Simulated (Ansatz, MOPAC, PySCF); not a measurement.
Species: CH$_{2}$NO, charge -1, multiplicity 1. SMILES: [NH-]C=O
Structure (B3LYP-D3(BJ)/def2-TZVP (Ansatz, a first-principles code) minimum search):
```
C
O 1 1.2510
N 1 1.3177 2 128.39
H 3 1.0213 1 106.95 2 180.00
H 1 1.1376 2 115.55 3 180.00
```
Charge -1, spin multiplicity 1.

Unscaled harmonic wavenumbers (cm⁻¹) in rising order, each level at the stationary point that it reaches from this structure (no distance between atoms moves by over 0.3 Å); the order of modes can differ between levels, and a negative number is imaginary. B3LYP-D3(BJ)/def2-TZVP (PySCF, at the structure above): 687, 741, 1020, 1169, 1356, 1384, 1676, 2539, 3382.

PM7 (MOPAC): 600, 653, 973, 1242, 1373, 1455, 1790, 2564, 2830. Zero-point energy 19.3 against 19.9 kcal/mol; where all levels lie over 400 cm⁻¹, the wavenumbers are on average 0.972 times those of B3LYP-D3(BJ)/def2-TZVP.

HF/6-31G* (Ansatz): 754, 802, 1182, 1297, 1524, 1557, 1872, 2783, 3614. Zero-point energy 22.0 against 19.9 kcal/mol; where all levels lie over 400 cm⁻¹, the wavenumbers are on average 1.109 times those of B3LYP-D3(BJ)/def2-TZVP.
